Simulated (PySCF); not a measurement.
GeF₂, SMILES [F][Ge][F] (connectivity only; charge and spin as stated), neutral, multiplicity 1. Atoms are numbered in the order given.

```xyz
3

Ge     0.0000     0.0000     0.4177
F      0.0000    -1.3212    -0.7425
F      0.0000     1.3212    -0.7425
```
Charge 0, spin multiplicity 1.

Coordinates come from a B3LYP-D3(BJ)/def2-TZVP optimisation. The isomer is the one that the SMILES or the coordinates give; other isomers of the formula were not compared.

Vertical ionisation energy (IE) and electron affinity (EA) in eV. Rows of orbital energies are one-electron estimates. Where ΔSCF, EOM or ADC give a negative EA the extra electron is unbound and the value depends on the basis.

```
level                                            IE    EA
--------------------------------------------  -----  ----
−ε(HOMO), −ε(LUMO), B3LYP/def2-TZVPD (PySCF)      ?     ?
ADC(2)/aug-cc-pVDZ (PySCF)                    10.97  0.53
```

Problem. Fill in the missing entries. (The exact figures need the calculation; the answer reports its results.)

Solution. 
- −ε(HOMO), −ε(LUMO), B3LYP/def2-TZVPD (PySCF), IE: 8.93
- −ε(HOMO), −ε(LUMO), B3LYP/def2-TZVPD (PySCF), EA: 2.99

Problem. Beyond the first one, list the lowest photoelectron lines from ADC(2)/aug-cc-pVDZ run with PySCF with their pole strengths (two spins summed). (An estimate is asked for; the answer gives what the named calculation found.)

Solution. 12.39 eV (1.70), 12.88 eV (1.70), 13.58 eV (1.71), 13.65 eV (1.72), 14.42 eV (1.71).
